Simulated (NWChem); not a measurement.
# BClF2; SMILES B(F)(F)Cl

```xyz
4

B     -0.0029    -0.4474     0.0000
F      0.0006    -1.1108    -1.1364
F      0.0006    -1.1108     1.1364
Cl     0.0002     1.3077     0.0000
```
Atoms are numbered in this order, from 1.

Results from NWChem. All runs use the structure optimised with B3LYP/6-31G* (spherical d). B3LYP is NWChem's, with the RPA form of VWN correlation. Vertical excitations in the gas phase; the lowest state need not have the same character in each row.

Problem. Among these, which level gives the highest value of “lowest excitation, singlet (eV)”?
A. PBE/def2-SVP, full TDDFT
B. BHandHLYP/def2-SVP, full TDDFT
C. B3LYP/def2-SVP, full TDDFT
D. Hartree-Fock/def2-SVP, TDHF

Solution. D, Hartree-Fock/def2-SVP, TDHF. Values: PBE/def2-SVP, full TDDFT 7.15; B3LYP/def2-SVP, full TDDFT 7.67; BHandHLYP/def2-SVP, full TDDFT 8.52; Hartree-Fock/def2-SVP, TDHF 9.98
